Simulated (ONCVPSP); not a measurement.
Transferability test, ONCV potential for Fe

iron, optimised norm-conserving Vanderbilt (ONCV), made with ONCVPSP 4.0.1 (LDA (Perdew-Wang 92), fully relativistic). Core [Ne], reference 3s2 3p6 3d6 4s1 4p1. Waves: 3s+4s: rc 1.40 bohr, ncon 4, nbas 8, qcut 9.3 1/bohr, 2 projectors; 3p+4p: rc 1.25 bohr, ncon 5, nbas 8, qcut 13.7 1/bohr, 2 projectors; 3d: rc 1.55 bohr, ncon 4, nbas 9, qcut 10.9 1/bohr, 2 projectors, debl 3.5 Ha. Local part: polynomial inside 0.80 bohr (lpopt 5, dvloc0 1 Ha). Core correction: Teter function, fcfact 1.5, rcfact 1.

Open shells are filled in proportion to 2j + 1.

Energies are relative to the spin-unpolarised reference configuration 3s2 3p6 3d6 4s1 4p1; without spin polarisation the order of configurations can differ from experiment.

```
valence configuration  charge  ΔE all-electron (eV)  error AE − PS (meV)
  3s2 3p6 3d6 4s2 4p0       0                -4.175                 +0.3
  3s2 3p6 3d6 4s1 4p0      +1                 4.799                 +0.4
  3s2 3p6 3d6 4s0 4p0      +2                21.284                 +4.1
```

**Question.** What are ΔE and the potential's error for 3s2 3p6 3d5 4s2 4p1?

**Answer.** ΔE = 4.695 eV all-electron; the error (AE − PS) is +57 meV.

Levels in the configuration 3s2 3p6 3d5 4s2 4p1:

```tsv
level	all-electron (eV)	pseudo (eV)
3s j=1/2	-101.072	-101.016
3p j=3/2	-66.781	-66.732
3p j=1/2	-68.368	-68.315
3d j=5/2	-14.277	-14.145
3d j=3/2	-14.448	-14.314
4s j=1/2	-7.654	-7.660
4p j=3/2	-2.718	-2.720
4p j=1/2	-2.793	-2.795
```
